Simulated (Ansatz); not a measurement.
Reaction (homolysis of the Se–Si bond): `Cl[Si](Cl)(Cl)[SeH]` → `[SeH]`• + `Cl[Si](Cl)Cl`•

Program: Ansatz. Geometries: PBE0-D4/def2-TZVP. ΔE: electronic, gas phase. CCSD(T)/CBS is the MP2 limit (def2-TZVPP, def2-QZVPP) plus CCSD(T) − MP2 in def2-TZVPP, frozen cores. Functionals use def2-TZVPP. B3LYP here is the variant with VWN-RPA as its local correlation; programs differ in this. Open shells (•) are unrestricted, without spin–orbit coupling. For Se outer-core shells are correlated without core-valence functions, which leaves a few kJ/mol of doubt a bond. Scalar relativity is left out up to krypton. One conformer a species, not always the lowest.

`Cl[Si](Cl)(Cl)[SeH]`:

Z-matrix (Å, degrees):
```
Si
Cl 1 2.031
Cl 1 2.034 2 109.4
Cl 1 2.034 2 109.4 3 117.1
Se 1 2.249 2 106.1 3 -121.5
H 5 1.471 1 91.5 2 -179.7
```

`[SeH]`•:

Z-matrix (Å, degrees):
```
Se
H 1 1.471
```

`Cl[Si](Cl)Cl`•:

Z-matrix (Å, degrees):
```
Si
Cl 1 2.043
Cl 1 2.043 2 109.4
Cl 1 2.043 2 109.4 3 -119.9
```

```tsv
level	ΔE (kJ/mol)	difference from CCSD(T)/CBS
B3LYP-D4	322.9	-31.1
r2SCAN0-D4	325.0	-29.0
ωB97X-V	343.1	-10.9
revPBE	298.6	-55.4
r2SCAN	324.0	-30.0
PBE0	324.7	-29.3
MP2/def2-SVP	332.3	-21.7
HF/def2-TZVPP	227.1	-126.9
MP2/def2-TZVPP	355.7	1.7
MP2/def2-QZVPP	365.7	11.7
CCSD(T)/CBS	354.0	0
```

Largest T1 diagnostic among the species: 0.012.

The D4 term adds +20.4 kJ/mol with B3LYP and +10.8 kJ/mol with PBE0; it sums over pairs of atoms, weighted by their polarisabilities, and B3LYP, whose exchange is more repulsive, gets the larger term. Leaving LDA and LC-ωPBE aside and taking each functional with its dispersion term where it has one, the values, not all of them listed here, spread over 27.5 kJ/mol, from BLYP-D4 to ωB97X-V. LDA lies +62.4 kJ/mol from PBE without D4, its usual overbinding.
